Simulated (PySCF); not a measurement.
PySCF job for C4H7FO, SMILES CCO/C=C\F, PBE/pcSseg-1. Geometry: B3LYP-D3(BJ)/def2-SVP. The structure was generated by enumeration; whether it is a known compound was not checked. One conformer was computed; it need not be the lowest.

```python
import numpy as np
from pyscf import gto, scf, dft
from pyscf.prop.nmr import rks as nmr

mol = gto.M(
    atom='''
    C     0.27024047   -2.54534413    0.00000000
    C     0.40906556   -1.03784045   -0.00000000
    O    -0.90721991   -0.48092409   -0.00000000
    C    -1.06319615    0.85479108    0.00000000
    C    -0.16899131    1.85262637   -0.00000000
    F     1.17206226    1.69159678   -0.00000000
    H     1.26419677   -3.01866476   -0.00000000
    H    -0.27854649   -2.88516414   -0.89168924
    H    -0.27854649   -2.88516414    0.89168923
    H     0.95937266   -0.68534227   -0.88890790
    H     0.95937266   -0.68534227    0.88890790
    H    -2.11917917    1.13855830   -0.00000000
    H    -0.48018229    2.89874376    0.00000001
    ''',
    basis='pcSseg-1',
    charge=0,
    spin=0,
    max_memory=1600,
    verbose=3,
)
mf = dft.RKS(mol, xc='pbe')
mf.grids.level = 3
mf.conv_tol = 1e-10
mf.max_cycle = 100
mf.kernel()
n = nmr.NMR(mf)
n.verbose = 2
n.max_cycle_cphf = 60
sigma = n.kernel()
print('atom   isotropic/ppm   span/ppm')
for i, s in enumerate(sigma):
    w = np.linalg.eigvalsh((s + s.T) / 2)
    print(f'{mol.atom_symbol(i):2s}{i + 1:3d} {w.mean():14.3f} {w[2] - w[0]:11.3f}')
```

Log of the run:

```
converged SCF energy = -331.246968735038
atom   isotropic/ppm   span/ppm
C   1        162.286      32.740
C   2        108.749      78.451
O   3        192.957     152.509
C   4         46.339     141.556
C   5         41.396     118.528
F   6        333.533     158.613
H   7         30.137       9.761
H   8         29.845       8.731
H   9         29.845       8.731
H  10         26.905       7.851
H  11         26.905       7.851
H  12         25.900       5.832
H  13         25.019       4.808
```

Self-consistency was reached.
